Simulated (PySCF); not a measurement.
The same groups moved round the core (benzothiophene methyl+silyl). Gas-phase values, no solvent. Strings in code marks are SMILES.

Method: PBE-D3(BJ)/def2-TZVP // B3LYP-D3(BJ)/def2-SVP (PySCF 2.14.0). All candidates: neutral, multiplicity 1. Delta-SCF ions had no search for a lower state. 

The LUMO comes out as -1.89 eV. The dipole moment comes out as 1.07 D and the vertical ionisation energy (Delta-SCF) comes out as 7.75 eV.

Q: Say which member has these values.
A. `Cc1cc2cccc([SiH3])c2s1`
B. `Cc1cc2cc([SiH3])ccc2s1`
C. `Cc1cc2c([SiH3])cccc2s1`
D. `Cc1cc2ccc([SiH3])cc2s1`

A: C, `Cc1cc2c([SiH3])cccc2s1`. The others give `Cc1cc2cccc([SiH3])c2s1`: -1.80 eV, 1.80 D, 7.75 eV; `Cc1cc2cc([SiH3])ccc2s1`: -1.72 eV, 1.87 D, 7.77 eV; `Cc1cc2ccc([SiH3])cc2s1`: -1.85 eV, 2.22 D, 7.74 eV
